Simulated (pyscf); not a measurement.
Optimised with ωB97X-D3(BJ)/def2-SVP in PySCF.

For C₃H₅O (SMILES O[C]1CC1) [doublet] → •H₂C–C(=CH₂)–OH (SMILES [CH2]C(=C)O), a ring opening (doublet surface; C–C broken, none formed), PBE/def2-TZVP gives ΔE‡ = 93.0 kJ/mol and ΔE = -101.6 kJ/mol (zero: the reactant's lowest minimum found). In which direction and how far do B3LYP-D3(BJ)/def2-TZVP, M06-2X/def2-TZVP, ωB97M-D3(BJ)/def2-TZVP move these?

B3LYP-D3(BJ): ΔE‡ = 93.1 kJ/mol, ΔE = -121.1 kJ/mol; M06-2X: ΔE‡ = 120.0 kJ/mol, ΔE = -94.1 kJ/mol; ωB97M-D3(BJ): ΔE‡ = 105.8 kJ/mol, ΔE = -109.8 kJ/mol. PBE's barrier matches one of them and lies within 27.0 kJ/mol of the others. Its reaction energy lies among theirs. cyclic C₃H₅O (SMILES O[C]1CC1) [doublet] lies 144.9 kJ/mol over its isomer H₃C–CH₂–C•=O (electronic energy, ωB97M-D3(BJ)/def2-TZVP). •H₂C–C(=CH₂)–OH lies 35.0 kJ/mol over its isomer H₃C–CH₂–C•=O (electronic energy, ωB97M-D3(BJ)/def2-TZVP). This is the saddle that the search found; another between the same sides may lie lower.
